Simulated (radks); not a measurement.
The numbers below are computed, except where a source is named.
Question: A nucleus of charge 35.25 with 33 electrons, 33 electrons, occupied as [Ar] 3d10 4s2 4p3. Level of theory: Dirac Kohn-Sham, PBE, spin-unpolarised, spherical densities, finite nucleus; open shells fill j = l - 1/2 first; Fermi nuclear charge, rms radius 4.1629 fm (a radial shooting solver on a logarithmic mesh with Libxc functionals). Some entries of the table are withheld. Estimate them.

| orbital | occ. | eigenvalue (Ry) | <r> (bohr) |
|---|---|---|---|
| 1s1/2 | 2 | -995.8300 | (1) |
| 2s1/2 | 2 | -131.7504 | 0.1877 |
| 2p1/2 | 2 | -118.9555 | 0.1614 |
| 2p3/2 | 4 | -115.3515 | 0.1653 |
| 3s1/2 | 2 | -19.99855 | 0.5457 |
| 3p1/2 | 2 | -15.53092 | (2) |
| 3p3/2 | 4 | -15.00908 | (3) |
| 3d3/2 | 4 | -7.25125 | 0.5773 |
| 3d5/2 | 6 | -7.16742 | 0.5813 |
| 4s1/2 | 2 | (4) | (5) |
| 4p1/2 | 2 | (6) | 1.783 |
| 4p3/2 | 1 | (7) | 1.812 |

Answer: 
(1) 1s1/2 <r> (bohr): 0.04242
(2) 3p1/2 <r> (bohr): 0.5506
(3) 3p3/2 <r> (bohr): 0.5611
(4) 4s1/2 eigenvalue (Ry): -3.36911
(5) 4s1/2 <r> (bohr): 1.558
(6) 4p1/2 eigenvalue (Ry): -2.36534
(7) 4p3/2 eigenvalue (Ry): -2.31361
